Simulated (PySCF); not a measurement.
PySCF input:

```python
from pyscf import gto, scf, dft

mol = gto.M(
    atom='''
    Ge   -0.18029856   -0.15314215   -0.01733750
    O    -1.42229256   -1.32383293   -0.09653532
    Cl   -0.41447877    1.75412001   -0.77182363
    Cl    1.55615888   -0.78033805    0.88019632
    H    -2.26066751   -1.06308099   -0.51525315
    ''',
    basis='def2-tzvpd',
    charge=1,
    spin=0,
    verbose=4,
)

mf = dft.RKS(mol, xc='tpssh').density_fit(auxbasis='def2-universal-jkfit')
mf.grids.level = 3
mf.conv_tol = 1e-9
mf.max_cycle = 100
mf.max_memory = 1500
mf.kernel()
if not mf.converged:
    mf = mf.newton()
    mf.kernel(mf.make_rdm1())
mf.analyze()
```

### Question
Predict the final energy.

### Answer
-3073.06974 Eh (TPSSh/def2-TZVPD).

It need not be the lowest isomer of its formula.
